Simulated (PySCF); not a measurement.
C7H13NP (charge -1).
SMILES with atom numbers: `[CH3:1]/[CH:2]=[CH:3]/[P-:4][N:5]1[CH2:6][CH2:7][CH2:8][CH2:9]1` (hydrogens: H10, H11, H12 on C1; H13 on C2; H14 on C3; H15, H16 on C6; H17, H18 on C7; H19, H20 on C8; H21, H22 on C9)

The same species was optimised twice, with GFN2-xTB and with PBE0-D3(BJ)/def2-SVP (PySCF), and the same property calculations (PySCF, gas phase) were run on both structures.

```
     coordinate  GFN2-xTB  PBE0-D3(BJ)/def2-SVP  change
      P4–N5 (Å)     1.780                 1.805  +0.025
      C3–P4 (Å)     1.765                 1.785  +0.020
      C2=C3 (Å)     1.345                 1.363  +0.018
      C7–C8 (Å)     1.536                 1.544  +0.008
      C6–C7 (Å)     1.540                 1.546  +0.006
      C8–C9 (Å)     1.545                 1.549  +0.004
      C1–C2 (Å)     1.500                 1.496  -0.004
      N5–C6 (Å)     1.444                 1.444   0.000
      N5–C9 (Å)     1.444                 1.444   0.000
   C2–C3–P4 (°)     127.4                 130.8    +3.4
   C3–P4–N5 (°)      95.4                  98.2    +2.8
   P4–N5–C6 (°)     116.1                 117.5    +1.4
   P4–N5–C9 (°)     116.3                 117.5    +1.2
   N5–C9–C8 (°)     107.3                 106.2    -1.1
   C1–C2–C3 (°)     123.8                 124.7    +0.9
   N5–C6–C7 (°)     106.6                 105.9    -0.7
   C7–C8–C9 (°)     103.8                 103.5    -0.3
C2–C3–P4–N5 (°)      -179                   180      -1
C3–P4–N5–C6 (°)       114                   117      +3
```

Rotational constants: A = 4166, B = 593.3, C = 587.7 MHz (GFN2-xTB) against A = 4120, B = 573.9, C = 570.3 MHz (PBE0-D3(BJ)/def2-SVP).

On the GFN2-xTB structure: HOMO (eV) 0.83 [PBE0/pcSseg-1]; LUMO (eV) 4.75 [PBE0/pcSseg-1]; GIAO shielding of C1 (ppm) 160.0 [PBE0/pcSseg-1]; GIAO shielding of C2 (ppm) 101.5 [PBE0/pcSseg-1]; GIAO shielding of C3 (ppm) 8.8 [PBE0/pcSseg-1]; GIAO shielding of P4 (ppm) 130.9 [PBE0/pcSseg-1]; GIAO shielding of N5 (ppm) 189.3 [PBE0/pcSseg-1]; GIAO shielding of C6/C9 (mean) (ppm) 118.0 [PBE0/pcSseg-1]; GIAO shielding of C7/C8 (mean) (ppm) 161.0 [PBE0/pcSseg-1].

Task: What do these properties become on the PBE0-D3(BJ)/def2-SVP structure?

Result: 
| property | level | on GFN2-xTB | on PBE0-D3(BJ)/def2-SVP | change |
| --- | --- | --- | --- | --- |
| HOMO (eV) | PBE0/pcSseg-1 | 0.83 | 0.66 | -0.17 |
| LUMO (eV) | PBE0/pcSseg-1 | 4.75 | 4.74 | -0.01 |
| energy, GFN2-xTB geometry as zero (kcal/mol) | PBE0/pcSseg-1 | 0.0 | -1.8 | -1.8 |
| GIAO shielding of C1 (ppm) | PBE0/pcSseg-1 | 160.0 | 158.1 | -1.9 |
| GIAO shielding of C2 (ppm) | PBE0/pcSseg-1 | 101.5 | 100.1 | -1.4 |
| GIAO shielding of C3 (ppm) | PBE0/pcSseg-1 | 8.8 | 6.3 | -2.5 |
| GIAO shielding of P4 (ppm) | PBE0/pcSseg-1 | 130.9 | 118.3 | -12.6 |
| GIAO shielding of N5 (ppm) | PBE0/pcSseg-1 | 189.3 | 186.5 | -2.8 |
| GIAO shielding of C6/C9 (mean) (ppm) | PBE0/pcSseg-1 | 118.0 | 117.9 | -0.1 |
| GIAO shielding of C7/C8 (mean) (ppm) | PBE0/pcSseg-1 | 161.0 | 159.0 | -2.0 |

The heavy atoms differ by 0.072 Å rms after alignment. Among bonds between heavy atoms P4–N5 changes most (+0.025 Å). Changes are differences of the printed values. Neither structure is proved a minimum here. The structure is a single PBE0-D3(BJ)/def2-SVP conformer in the gas phase; no vibrational or solvent corrections. The geometry's basis has no diffuse functions, a weakness for an anion.
